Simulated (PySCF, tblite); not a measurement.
Isomers of C5H10O2SSi2. Calculated harmonic vibrations of the isolated species, GFN2-xTB (tblite), most abundant isotopes, no scaling. The method is semi-empirical: single wavenumbers can be off by several per cent or more. Modes of hydrogen on silicon can be 10 to 20 % off. One conformer each.

Electronic energies: PBE0/pcSseg-1 single points on the GFN2-xTB geometries (PySCF, gas phase).

```csv
SMILES,"electronic energy, lowest = 0 (kcal/mol)"
C#CC(=O)OCS[SiH2]C[SiH3],82.5
C#C[C@H]1[SiH2][C@H](S(C)(=O)=O)[SiH2]1,137.5
[SiH3]O[SiH2]OCc1cccs1,0.0
```

Q: How do GFN2-xTB zero-point energies change the relative energies?

A: 
```
                                 SMILES  ZPE (kcal/mol)  of it from modes above 1550 cm⁻¹  electronic (kcal/mol)  with ZPE, lowest = 0 (kcal/mol)  lowest mode (cm⁻¹)  rings
                 [SiH3]O[SiH2]OCc1cccs1            83.1                              40.2                    0.0                              0.0                 12i      1
               C#CC(=O)OCS[SiH2]C[SiH3]            80.5                              43.8                   82.5                             79.8                  11      0
C#C[C@H]1[SiH2][C@H](S(C)(=O)=O)[SiH2]1            81.7                              42.9                  137.5                            136.0                  43      1
```

The zero-point energies span 2.6 kcal/mol, from `C#CC(=O)OCS[SiH2]C[SiH3]` to `[SiH3]O[SiH2]OCc1cccs1`. Slightly imaginary modes are left out of the zero-point energy: `[SiH3]O[SiH2]OCc1cccs1` 12.2i cm⁻¹. The order is unchanged.

Q: And how do the electronic energies of GFN2-xTB itself compare?

A: `[SiH3]O[SiH2]OCc1cccs1` 0.0; `C#CC(=O)OCS[SiH2]C[SiH3]` 128.9; `C#C[C@H]1[SiH2][C@H](S(C)(=O)=O)[SiH2]1` 164.1 kcal/mol, lowest = 0. Against the energies above, taken from the same isomer `[SiH3]O[SiH2]OCc1cccs1`, the largest difference is 46.4 kcal/mol.
